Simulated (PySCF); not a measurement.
**Computed properties of Hf(Cl)3(OH)(OH2) (Cl3H3HfO2), SMILES [OH][Hf](<-[OH2])([Cl])([Cl])[Cl], multiplicity 1**

Hf(Cl)3(OH)(OH2) (Cl3H3HfO2), SMILES [Cl][Hf]([Cl])([OH])(<-[OH2])[Cl], multiplicity 1. The structure is a stationary point at PBE0-D3(BJ)/def2-SVP. The multiplicity is an assumed one; other spin states were not compared. The def2 effective core potentials stand for the cores of Hf; spin–orbit coupling is left out. Other conformers were not sampled. All values are computed for the isolated molecule unless a solvent is named; none is compared with measurement here.

**Structure.** The optimised structure has Cs symmetry. All 21 harmonic modes at PBE0-D3(BJ)/def2-SVP (PySCF) are real, so it is a minimum. With heavy atoms numbered as in [Hf:1]([Cl:2])([Cl:3])([Cl:4])([OH:5])<-[OH2:7], the shortest bond between them is Hf1–O5 at 1.891 Å and the longest Hf1–Cl3 at 2.398 Å.

**Vibrations.** The strongest infrared lines (harmonic, unscaled, degenerate partners summed) lie at 4025 cm⁻¹ (391 km/mol, H 94 %), 422 cm⁻¹ (320 km/mol, H 82 %, O 13 %), 295 cm⁻¹ (175 km/mol, H 83 %, O 14 %). The softest mode is at 54 cm⁻¹ and the zero-point energy is 25.9 kcal/mol.

**Electronic structure.** ωB97X/def2-TZVP (PySCF) places the frontier levels at -11.04 and 0.71 eV, a gap of 11.75 eV, and gives a dipole moment of 5.07 D and a mean polarisability of 81.5 bohr³. PBE/def2-TZVP (PySCF) at the same geometry gives -7.27 and -2.23 eV, so its gap is 6.71 eV narrower. An orbital gap is neither the optical nor the fundamental gap.

**Excitations.** TDDFT-B3LYP/def2-SVPD (PySCF) has S1 at 5.62 eV (220 nm, f = 0.006, weak); the most intense of the 10 singlets computed lies at 5.74 eV (f = 0.04). T1 (TDA) is at 5.26 eV. TDDFT-PBE/def2-SVPD (PySCF) puts S1 at 5.13 eV. No vertical singlet excitation falls in the visible range (under 3.1 eV).
